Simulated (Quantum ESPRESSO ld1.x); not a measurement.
Problem. Os33+, 43 electrons, occupied as [Kr] 4d7. Method: scalar-relativistic Kohn-Sham, relativistic LDA (MacDonald-Vosko exchange, VWN5 correlation), spin-unpolarised, spherical densities, point nucleus; computed with ld1.x of Quantum ESPRESSO 7.5. Some entries of the table are withheld. Estimate them.

| orbital | occ. | eigenvalue (hartree) | <1/r> (bohr^-1) | r(max) (bohr) |
|---|---|---|---|---|
| 1s | 2 | -2743.78 | 90.07 | 0.011 |
| 2s | 2 | -517.822 | 21.09 | 0.064 |
| 2p | 6 | -457.691 | (1) | 0.052 |
| 3s | 2 | -156.666 | 7.870 | 0.179 |
| 3p | 6 | -138.943 | 7.246 | 0.177 |
| 3d | 10 | -119.287 | 6.838 | 0.144 |
| 4s | 2 | (2) | 3.653 | 0.391 |
| 4p | 6 | -59.1706 | 3.390 | 0.404 |
| 4d | 7 | -51.5745 | 3.159 | 0.401 |

Solution. 
(1) 2p <1/r> (bohr^-1): 18.99
(2) 4s eigenvalue (hartree): -65.5511
